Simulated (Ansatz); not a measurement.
```yaml
crystal:
  periodic: [false, false, false]
  atoms:
    - {symbol: B, position_ang: [-0.252370, 0.981917, 0.040813]}
    - {symbol: B, position_ang: [-0.936930, -0.383519, -0.053636]}
    - {symbol: Sb, position_ang: [1.189300, -0.598399, 0.012823]}
basis:
  gaussian: {orbitals: def2-TZVP}
magnetization: {spin_polarized: true, initial_magnetization: 1}
hamiltonian: {xc: {name: r2SCAN}, dispersion: d3bjatm}
scf: {omitted_lower_state_checks: [starts]}
```

```sh
$ ansatz run in.yaml --threads 2 --pin off --events-out ev --progress --plain --max-ram 4352MiB
```

Shortened log:

```
Functional definition: r2SCAN
721 factors; their error is unknown
mean field evaluation 1: about -7877.4017 eV, gradient 3.8e1 eV
mean field evaluation 2: about -7822.6618 eV, gradient 8.9e1 eV
mean field evaluation 4: about -7887.3742 eV, gradient 4.3e0 eV
mean field evaluation 8: about -7887.5118 eV, gradient 3.0e-1 eV
mean field evaluation 16: about -7887.5062 eV, gradient 3.2e-3 eV
mean field evaluation 32: about -7887.5062 eV, gradient 2.2e-5 eV
mean field -7887.50619224 eV, -289.8605062212 hartree, gradient 2.2e-5 eV, S^2 0.928246; 0 other end points of the search recorded, 0 dependent functions left out
reference -7887.50620725 eV, -289.8605067728 hartree; 17, 16 occupied and 95, 96 virtual orbitals, 721 factors
Total energy: -7887.52550389 eV, -289.8612159111 hartree
Checks for a lower state left out: starts
```

Hardware: 2 threads of Intel Xeon 6975P-C on a shared host. Wall time 3.1 s.

In the def2 sets Sb takes a core potential; there is no spin–orbit coupling. The charge 0 doublet is spin-contaminated (final ⟨S²⟩ up to 0.93, 0.75 for a pure state).
